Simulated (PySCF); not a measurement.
Structure with atom numbers: `[O:1]=[CH:2][c:3]1[cH:4][cH:5][cH:6][cH:7][n:8]1`. Hydrogens are named by the atom that carries them.

GIAO PBE0/pcSseg-1 shifts (PySCF 2.14.0 with density-fitted response routines, gas phase, non-relativistic, equivalent atoms averaged), each against references optimised in the same way as the molecule (H2O, TMS, NH3).

On the GFN2-xTB geometry: O1 683.9, C2 201.2, C3 157.4, C7 155.7, C5 142.8, C6 133.0, C4 128.5, N8 366.9, H(C2) 10.33, H(C7) 9.15, H(C4) 8.38, H(C5) 8.20, H(C6) 7.62 ppm.

**Question.** What changes on the PBE0-D3(BJ)/def2-SVP geometry?

**Answer.** 
```
atoms  δ (ppm)  change
   O1    678.3    -5.6
   C2    198.8    -2.4
   C3    156.7    -0.7
   C7    155.7    +0.0
   C5    142.1    -0.7
   C6    132.8    -0.2
   C4    127.1    -1.4
   N8    366.1    -0.8
H(C2)    10.03   -0.30
H(C7)     8.92   -0.23
H(C4)     8.22   -0.16
H(C5)     7.96   -0.24
H(C6)     7.40   -0.22
```

Bonds between heavy atoms that differ most (equivalent bonds averaged): C2–C3 1.477 → 1.490 Å, C7–N8 1.316 → 1.327 Å, C5–C6 1.386 → 1.394 Å, C6–C7 1.391 → 1.397 Å, C4–C5 1.385 → 1.390 Å. Mean change of bonds to hydrogen: C–H +0.013 Å.
